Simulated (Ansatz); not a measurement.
FH3S2Si (`F[SiH](S)S`). Charge 0, multiplicity 1.

Z-matrix (Å, degrees):
```
Si
S 1 2.114
S 1 2.115 2 104.7
F 1 1.596 2 113.1 3 -118.3
H 1 1.477 2 110.5 3 124.1
H 2 1.344 1 93.3 3 -153.3
H 3 1.345 1 93.2 2 -161.1
```

Q: What are the harmonic wavenumbers in cm⁻¹ at PBE0-D4/def2-TZVP (Ansatz, finite differences of forces, unscaled)? (Best estimate.)

A: Ansatz gave: 144, 169, 194, 237, 284, 492, 568, 678, 774, 808, 841, 903, 2263, 2702, 2708.

Q: Is this a minimum?

A: Yes, all 15 modes are real.

Q: Give the ideal-gas thermochemistry at 298.15 K and 1 bar (rigid rotor, harmonic oscillator; point group C1, symmetry number 1).

A: Zero-point energy 82.3 kJ/mol; H(298) − E = 101.7 kJ/mol; entropy 336.4 J/(mol·K), of which translation 168.0, rotation 114.1, vibration 54.4; G(298) − E = 1.4 kJ/mol.

Q: And at 400, 500, 600, 800 and 1000 K?

A: 
```csv
T (K),H − E (kJ/mol),S (J/mol/K),G − E (kJ/mol)
400,112.0,366.2,-34.4
500,123.2,391.1,-72.3
600,135.1,412.7,-112.5
800,160.3,448.9,-198.8
1000,187.0,478.7,-291.7
```
